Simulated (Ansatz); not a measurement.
Computed with Ansatz on PBE0-D4/def2-TZVP structures; ΔE is electronic, products minus reactants. CCSD(T)/CBS is the MP2 limit (def2-TZVPP, def2-QZVPP) plus CCSD(T) − MP2 in def2-TZVPP, frozen cores. Functionals use def2-TZVPP. B3LYP here is the variant with VWN-RPA as its local correlation; programs differ in this. Each species was taken in one conformer, which may not be the lowest.

`CBO[SiH2]F` → `OC([SiH3])BF`  (isomerisation)

```csv
level,ΔE (kJ/mol),difference from CCSD(T)/CBS
PBE-D4,311.7,-37.6
r2SCAN-D4,339.3,-10.0
B3LYP-D4,340.1,-9.2
ωB97M-V,340.2,-9.1
B2PLYP,350.5,1.2
r2SCAN,339.7,-9.6
B3LYP,343.8,-5.5
HF/def2-TZVPP,372.6,23.3
SCS-MP2/def2-TZVPP,355.4,6.1
CCSD/def2-TZVPP,349.1,-0.2
CCSD(T)/def2-TZVPP,344.0,-5.3
HF/def2-QZVPP,376.5,27.2
MP2/def2-QZVPP,360.2,10.9
SCS-MP2/def2-QZVPP,359.8,10.5
HF/CBS(def2),377.0,27.7
CCSD/CBS(def2),354.4,5.1
CCSD(T)/CBS,349.3,0
```

Largest T1 diagnostic among the species: 0.013.

From PBE to PBE0 (25 % exact exchange), in def2-TZVPP and without D4, ΔE moves by +13.6 kJ/mol. The D4 term adds −3.8 kJ/mol with B3LYP and −1.9 kJ/mol with PBE0; it sums over pairs of atoms, weighted by their polarisabilities, and B3LYP, whose exchange is more repulsive, gets the larger term.
